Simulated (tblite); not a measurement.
Species: C6H14OP2.
Atom-mapped SMILES: `[CH2:1]=[P:2]1([CH2:3][PH2:4])[CH2:5][CH2:6][O:7][CH2:8][CH2:9]1` (hydrogens: H10, H11 on C1; H12, H13 on C3; H14, H15 on P4; H16, H17 on C5; H18, H19 on C6; H20, H21 on C8; H22, H23 on C9)

Cartesian coordinates in Å at the GFN2-xTB level; atoms count from 1:
```xyz
23
C6H14OP2 angstrom
C      0.1253   -2.7270   -0.0108
P      0.1959   -1.0310   -0.0774
C      1.7421    0.0239   -0.3717
P      1.8495    1.8730   -0.0895
C     -0.5213   -0.3554    1.4677
C     -1.1931    1.0030    1.2656
O     -2.1292    1.0196    0.2203
C     -1.5313    0.9410   -1.0500
C     -0.9699   -0.4455   -1.3601
H      0.7367   -3.1135    0.8036
H      0.4202   -3.1668   -0.9626
H      1.9836   -0.1485   -1.4297
H      2.5257   -0.4654    0.2207
H      2.0241    1.7905    1.2915
H      3.2283    1.9117   -0.2988
H     -1.2583   -1.1015    1.7788
H      0.2531   -0.2836    2.2365
H     -0.4276    1.7771    1.0813
H     -1.7519    1.2752    2.1662
H     -2.3231    1.1877   -1.7634
H     -0.7330    1.6969   -1.1316
H     -1.7727   -1.1885   -1.3677
H     -0.4779   -0.4460   -2.3361
```

Method: GFN2-xTB as coded in tblite; computed harmonic values from a numerical Hessian at the method's own geometry, unscaled. Against measured fundamentals such values can be off by several per cent, at times by over 20. Modes of hydrogen on phosphorus can be 10 to 20 % off. One conformer, not necessarily the lowest.

Harmonic wavenumbers (cm⁻¹): 53.2, 104.6, 138.3, 165.0, 202.7, 221.1, 227.2, 263.7, 273.7, 326.5, 355.7, 405.5, 408.8, 539.2, 548.9, 624.3, 685.1, 701.1, 721.9, 758.9, 765.0, 834.9, 837.0, 875.9, 906.4, 911.9, 953.7, 977.4, 989.1, 1013.0, 1048.5, 1066.1, 1095.7, 1129.0, 1131.0, 1144.7, 1154.5, 1179.7, 1229.8, 1256.8, 1291.0, 1327.8, 1341.9, 1390.2, 1393.3, 1402.4, 1406.9, 1444.7, 1454.5, 2262.3, 2324.8, 2823.4, 2845.3, 2883.2, 2893.1, 2940.8, 2946.6, 2948.0, 2950.5, 2953.0, 2954.6, 2957.8, 2967.3.

A = 1302, B = 1085, C = 805.9 MHz; mass 164.052 u (most abundant isotopes); point group C1, symmetry number 1.

Problem. What is the zero-point energy?

Solution. ½Σν̃ = 40164 cm⁻¹ = 480.47 kJ/mol.

Problem. What is S at 273.15 K and 1 bar for an ideal gas of classical rigid rotors and harmonic oscillators?

Solution. Translation 170.64, rotation 124.53, vibration 119.26: S = 414.4 J/(mol K).

Problem. And Cp and H(273.15 K) − H(0)?

Solution. Cp = 176.88 J/(mol K), of which vibrations give 143.62 (their classical limit is 63 R = 523.8); H(273.15 K) − H(0) = 27.65 kJ/mol without the zero-point energy, 18.57 from vibrations.

Problem. Which modes carry the vibrational entropy at 273.15 K?

Solution. 53.2 cm⁻¹: 18.92; 104.6 cm⁻¹: 13.37; 138.3 cm⁻¹: 11.13; 165.0 cm⁻¹: 9.74; 202.7 cm⁻¹: 8.15; 221.1 cm⁻¹: 7.50 J/(mol K); the other 57 give 50.45 together.

Problem. What must be added to the electronic energy to get the Gibbs energy at 273.15 K and 1 bar?

Solution. ZPE + [H(273.15 K) − H(0)] − T·S = 480.47 + 27.65 − 113.20 = 394.92 kJ/mol.

Hindered rotation and anharmonicity are outside this model. Other conformers, if any are populated, would add a mixing term that is left out. The structure is chiral; the term R ln 2 for an equal mix with its mirror image is left out.

Run on one thread of an x86-64 server (shared host). This covers the Hessian and the dipole derivatives.
